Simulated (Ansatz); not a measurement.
Ansatz (a quantum-chemistry and plane-wave program) input (B3LYP/3-21G): The .json file is the Basis Set Exchange's 3-21G.

Ansatz 0.2 input:
```yaml
crystal:
  periodic: [false, false, false]
  atoms:
    - {symbol: Ge, position_ang: [-0.00295088, -0.00102521, 0.06606827]}
    - {symbol: H, position_ang: [0.03968345, -1.12074649, -1.07507425]}
    - {symbol: H, position_ang: [0.05474478, 1.15355319, -1.03911028]}
basis:
  gaussian:
    orbitals: 3-21G.json
hamiltonian:
  xc: {name: B3LYP}
output: {forces: true}
```

### Question
Predict the final energy.

### Answer
-2068.13320 Eh.
